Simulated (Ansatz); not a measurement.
hydrogen selenide (H2Se), singlet, geometry from GFN2-xTB; PBE0/cc-pVDZ in Ansatz (a quantum-chemistry and plane-wave program).

The Ansatz input:
Ansatz 0.2 input:
```yaml
crystal:
  periodic: [false, false, false]
  atoms:
    - {symbol: Se, position_ang: [-0.00212195, 0.05573074, -0.00140146]}
    - {symbol: H, position_ang: [-0.99156528, -0.98670710, 0.01758038]}
    - {symbol: H, position_ang: [1.06371165, -0.90813823, 0.03006913]}
basis:
  gaussian:
    orbitals: cc-pVDZ
hamiltonian:
  xc: pbe0
```

Output, abridged:

```
Functional definition: PBE0
416 factors; integrals over basis functions are off by at most 8.0e-4 eV
mean field evaluation 1: about -65373.3170 eV, gradient 5.8e0 eV
mean field evaluation 2: about -65373.3858 eV, gradient 4.5e0 eV
mean field evaluation 4: about -65373.4386 eV, gradient 3.7e-1 eV
mean field evaluation 8: about -65373.4597 eV, gradient 9.0e-4 eV
mean field -65373.45966711 eV, -2402.4303310437 hartree, gradient 1.5e-5 eV, S^2 0.000000; 0 other end points of the search recorded, 0 dependent functions left out
reference -65373.45968248 eV, -2402.4303316087 hartree; 18, 18 occupied and 19, 19 virtual orbitals, 416 factors
Total energy: -65373.45968248 eV, -2402.4303316087 hartree
```
